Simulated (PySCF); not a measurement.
## Ionisation energy of Cr¹⁵⁺ by level of theory

Cr¹⁵⁺ [He] 2s2 2p5 [2p1/2^2 2p3/2^3, M_J = 3/2] → Cr¹⁶⁺ [He] 2s2 2p4 [2p1/2^2 2p3/2^2, M_J = 2], as a difference of total energies. Calculation: PySCF 2.14, in an even-tempered Gaussian basis (18 s from 3 bohr⁻², ratio 2.4; 11 p from 3.9 bohr⁻², ratio 2.4; 5 d from 18 bohr⁻², ratio 2.6; 5 f from 28 bohr⁻², ratio 2.6); the two-component X2C-1e Hamiltonian. Correlated levels: nothing frozen; the 30 highest virtual spinors dropped. "Screened" scales the spin-orbit matrix elements by Boettger's factors to mimic the two-electron term; Breit and QED terms are absent.

```tsv
method	ionisation energy (eV)
GHF (spin-free)	1096.7
GMP2 (spin-free)	1098.2
GHF (screened spin-orbit)	1095.4
GMP2 (screened spin-orbit)	1096.8
```

The labels give the starting determinants; with spin-orbit coupling the two ends relaxed to ⟨J²⟩ = 3.75, ⟨L²⟩ = 2.00, ⟨S²⟩ = 0.75 and ⟨J²⟩ = 6.00, ⟨L²⟩ = 2.29, ⟨S²⟩ = 1.85.

For comparison: 1097.2 ± 1.4 eV (semi-empirical (NIST evaluation); NIST Atomic Spectra Database, ionization energies).
